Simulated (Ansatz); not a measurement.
CuSn2. The state is a quartet with charge 0. Geometry PBE-D4/def2-TZVP; atoms count from 1.

Cartesian coordinates in Å:
```
Cu -0.250 -0.147 -1.300
Sn -0.950 1.197 0.729
Sn 1.200 -1.049 0.570
```

In the def2 sets Sn takes a core potential; there is no spin–orbit coupling. At PBE0-D4/def2-TZVP a doublet of charge 0 lies 0.75 eV below the quartet, each at its own geometry. The structure comes from a short search, and lower isomers may exist.

(1) Estimate the Mulliken populations from the PBE0/def2-TZVP orbitals of Ansatz.

(2) Where does the spin sit?

(3) And the Mayer bond orders between heavy atoms (over 0.3)?

Results:

(1) 
```
atom  charge (e)  spin (α − β)  d electrons
 Cu1       -0.01          0.08         9.85
 Sn2        0.00          1.46            –
 Sn3        0.00          1.46            –
```
Mulliken values depend strongly on the basis.

(2) Summed by element: Cu 0.08, Sn 2.92, of 3 unpaired in all. Largest on single atoms: Sn2 1.46, Sn3 1.46, Cu1 0.08.

(3) Cu1–Sn2 0.82 (2.53 Å); Cu1–Sn3 0.82 (2.53 Å); Sn2–Sn3 1.08 (3.11 Å).
